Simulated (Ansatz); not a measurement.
Molecule: ethoxy(trimethyl)silane, C₅H₁₄OSi (charge 0, singlet). 
Coordinates optimised at B3LYP-D3(BJ)/def2-TZVP (Ansatz, a quantum-chemistry and plane-wave program):
```
Si
O 1 1.6574
C 2 1.4187 1 124.93
H 3 1.0969 2 110.04 1 59.03
H 3 1.0969 4 107.32 2 119.73
C 3 1.5150 4 110.02 5 119.70
H 6 1.0909 3 110.39 4 61.14
H 6 1.0909 7 108.27 3 -120.94
H 6 1.0922 7 108.60 8 -117.75
C 1 1.8657 2 105.27 3 180.00
H 10 1.0918 1 110.90 2 -59.93
H 10 1.0918 11 107.90 1 -121.64
H 10 1.0926 11 107.99 12 -116.50
C 1 1.8753 2 110.18 3 60.32
H 14 1.0923 1 111.10 2 57.26
H 14 1.0925 15 107.89 1 122.79
H 14 1.0929 15 107.82 16 115.68
C 1 1.8753 2 110.18 3 -60.32
H 18 1.0923 1 111.10 2 -57.26
H 18 1.0925 19 107.89 1 -122.79
H 18 1.0929 19 107.82 20 -115.68
```
Charge 0, spin multiplicity 1.

Wanted: vertical triplet-singlet gap (E(triplet) - E(singlet); each state is the SCF solution reached for its spin; for the triplet the Hartree-Fock reference is unstable and T1 is 0.048), in kcal/mol. Valence correlation only, unless marked. UHF or UKS for open shells. Spin-orbit coupling is left out. Non-relativistic. 

```
level                    program  vertical triplet-singlet gap (kcal/mol)
-----------------------  -------  ---------------------------------------
HF/aug-cc-pV(T+d)Z        Ansatz                                    151.5
SVWN5/def2-TZVPD          Ansatz                                    139.7
PBE/def2-TZVPD            Ansatz                                    140.6
r2SCAN/def2-TZVPD         Ansatz                                    149.8
B3LYP/def2-TZVPD          Ansatz                                    152.4
PBE0/def2-TZVPD           Ansatz                                    155.0
BHLYP/def2-TZVPD          Ansatz                                    165.5
CAM-B3LYP/def2-TZVPD      Ansatz                                    164.2
wB97M-V/def2-TZVPD        Ansatz                                    169.0
wB97X-V/def2-TZVPD        Ansatz                                    172.3
B2PLYP/def2-TZVPD         Ansatz                                    162.7
RI-MP2/aug-cc-pV(T+d)Z    Ansatz                                    180.6
CCSD/aug-cc-pV(D+d)Z      Ansatz                                    164.9
CCSD(T)/aug-cc-pV(D+d)Z   Ansatz                                    160.5
```
